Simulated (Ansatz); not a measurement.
Reaction (formal exchange of groups at the Si–Se bond): `N=C(N)[Se][SiH3]` + `C=C[SiH3]` → `C=C([SiH3])[SiH3]` + `N=C(N)[SeH]`

Gas-phase electronic energies from Ansatz, PBE0-D4/def2-TZVP geometries. CCSD(T)/CBS adds triple-zeta CCSD(T) − MP2 to the extrapolated MP2 energy (def2 sets, frozen cores). DFT in def2-TZVPP. B3LYP here is the variant with VWN-RPA as its local correlation; programs differ in this. For Se outer-core shells are correlated without core-valence functions, which leaves a few kJ/mol of doubt a bond. Scalar relativity is left out up to krypton. Each species was taken in one conformer, which may not be the lowest.

Q: Is it downhill or uphill in electronic energy at CCSD(T)/CBS, and by how much? (Estimate.)

A: Ansatz gave: Uphill: ΔE = +59.4 kJ/mol.

Q: What do these levels give: PBE0-D4, B3LYP-D4, r2SCAN, B3LYP, HF/def2-TZVPP, MP2/def2-TZVPP, SCS-MP2/def2-TZVPP, CCSD/def2-TZVPP, SCS-MP2/def2-QZVPP, HF/CBS(def2), MP2/CBS(def2), CCSD/CBS(def2)? (Best estimate.)

A: Computed: PBE0-D4 59.6, B3LYP-D4 56.7, r2SCAN 59.3, B3LYP 57.3, HF/def2-TZVPP 58.7, MP2/def2-TZVPP 58.2, SCS-MP2/def2-TZVPP 56.3, CCSD/def2-TZVPP 55.3, SCS-MP2/def2-QZVPP 58.1, HF/CBS(def2) 58.0, MP2/CBS(def2) 62.1, CCSD/CBS(def2) 59.2 kJ/mol.

Largest T1 diagnostic among the species: 0.013.
